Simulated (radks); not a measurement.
Question: The mean radii <r> (bohr) of the occupied orbitals of an atom or ion are listed with their occupations. Calculated with a radial shooting solver on a logarithmic mesh with Libxc functionals: non-relativistic Kohn-Sham, LDA (Slater exchange, Perdew-Wang correlation), spin-polarised, spherical densities, point nucleus.

| orbital | occ. | <r> |
|---|---|---|
| 1s up | 1 | 0.01870 |
| 1s down | 1 | 0.01870 |
| 2s up | 1 | 0.07866 |
| 2s down | 1 | 0.07866 |
| 2p up | 3 | 0.06643 |
| 2p down | 3 | 0.06643 |
| 3s up | 1 | 0.1981 |
| 3s down | 1 | 0.1981 |
| 3p up | 3 | 0.1885 |
| 3p down | 3 | 0.1885 |
| 3d up | 5 | 0.1644 |
| 3d down | 5 | 0.1644 |
| 4s up | 1 | 0.4343 |
| 4s down | 1 | 0.4343 |
| 4p up | 3 | 0.4373 |
| 4p down | 3 | 0.4373 |
| 4d up | 5 | 0.4427 |
| 4d down | 5 | 0.4427 |
| 4f up | 7 | 0.4574 |
| 4f down | 7 | 0.4573 |
| 5s up | 1 | 0.9736 |
| 5s down | 1 | 0.9731 |
| 5p up | 3 | 1.050 |
| 5p down | 3 | 1.049 |
| 5d up | 5 | 1.345 |
| 5d down | 5 | 1.337 |
| 6s up | 1 | 2.519 |

Name the element and its charge. Open shells, if any, are filled with parallel spins first.

Answer: Z = 81, thallium, charge +2: Tl2+ in [Xe] 4f14 5d10 6s1. The 1s radius gives Z: for a bare nucleus <r> = 1.5/Z, 0.01852 bohr for Z = 81, and screening makes it slightly larger (0.01870 here). The occupations add up to 79, and the charge is Z minus that.
